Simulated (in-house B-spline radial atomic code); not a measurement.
# PBE hybrid excitations of Ba2+

Method: PBE hybrid with 0.6 exact exchange. Computed with a B-spline radial code for spherical atoms: linear response of the closed shell [Kr] 4d10 5s2 5p6 with the functional's adiabatic kernel; scalar-relativistic (spin-free one-electron X2C), finite nucleus, no spin-orbit coupling, no double excitations, S, P, D and F terms only; shells from n = 3 respond. Only terms of natural parity with L up to 3 were computed.

Spin-orbit coupling is strong here, so these LS terms don't match observed levels.

Command:
```bash
python run_td.py task.json out
```
Settings (radii: box in bohr, nucleus in fm):
```
Z                        56
electrons                54
configuration            [Kr] 4d10 5s2 5p6
hamiltonian              x2c
method                   pbeh
box_radius               29.48
exact_exchange_fraction  0.6
rms_radius               4.8378
intervals                73
```

Time taken, with all properties: 3.1 s on 1 thread of Intel(R) Xeon(R) Platinum 8559C (Emerald Rapids) (shared host).

The lowest states, in the order of their Tamm-Dancoff energies; the method's threshold (minus the highest occupied level) is 34.81 eV. Labels give the largest channel, * marks a mixed state, and oscillator strengths are full-response dipole values. Semilocal kernels can invert the small singlet-triplet splittings of Rydberg terms. Energies in eV:

```csv
state,full response,Tamm-Dancoff,oscillator strength
5p → 5d 3P,17.115,17.181,-
5p → 5d 3F,17.417,17.585,-
5p → 5d 1F,18.893,18.919,-
5p → 6s 3P,19.707,19.719,-
5p → 6s 1P,20.052,20.066,0.587
5p → 4f 3D,21.102,21.154,-
5p → 6p 3S,22.568,22.589,-
5p → 5d 1P,?,?,?
5p → 6p 3D,23.166,23.176,-
5p → 6p 1D,23.263,23.277,-
5p → 4f 1D,24.005,24.163,-
5p → 6p 1S,24.215,24.311,-
5p → 6d 3P*,27.395,27.400,-
5p → 7s 3P*,27.522,27.525,-
5p → 6d 3F,27.514,27.529,-
5p → 7s 1P,27.584,27.588,0.166
5p → 6d 1F,27.709,27.712,-
5p → 6d 1P,28.259,28.431,0.66
5p → 7p 3S,?,?,-
5p → 7p 3D*,28.699,28.703,-
5p → 7p 1D,28.798,28.800,-
5p → 5f 3D*,28.855,28.856,-
```

Task: Where does 5p → 5d 1P lie?

Result: At 22.174 eV in full response, 22.787 eV in Tamm-Dancoff, oscillator strength 4.8.

Task: Where does 5p → 7p 3S lie?

Result: At 28.551 eV in full response, 28.557 eV in Tamm-Dancoff.

Task: How large is the singlet-triplet splitting of 5p → 5d (F terms) in Tamm-Dancoff?

Result: 1.33 eV, from the unrounded values.

Task: What polarisabilities and dispersion coefficient does the method give?

Result: Dipole 10.5 bohr³, quadrupole 45.09 bohr⁵, C6 77.15 hartree·bohr⁶ for two such species.
